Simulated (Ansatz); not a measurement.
Mulliken charges of `[F][GaH][B](S)[SeH]` from PBE/def2-TZVPP in Ansatz (PBE0-D4/def2-TZVP geometry).

```csv
atom,x (Å),y (Å),z (Å),charge (e)
F1,-1.473,1.692,1.013,-0.364
Ga2,-1.024,0.670,-0.371,0.294
B3,0.639,-0.457,0.149,0.006
S4,1.293,-0.227,1.790,-0.117
Se5,1.515,-1.724,-1.011,0.023
H6,-1.971,0.874,-1.597,-0.040
H7,0.398,0.698,2.188,0.144
H8,0.622,-1.527,-2.160,0.053
```

**Question.** By hand: the dipole of these point charges (1 e Å = 4.8032 D).

**Answer.** Σ q r = (0.292, -0.450, -0.445) e Å, of length 0.697 e Å = 3.35 D.

**Question.** How does the dipole of the full density compare? (Best estimate.)

**Answer.** The calculation gave: (0.077, -0.213, -0.317) e Å, 1.87 D; the point charges give 1.79 times that, at 17° from its direction.

Point charges leave out the atoms' own dipoles, such as those of lone pairs, and Mulliken's split depends on the basis, so the two needn't agree.
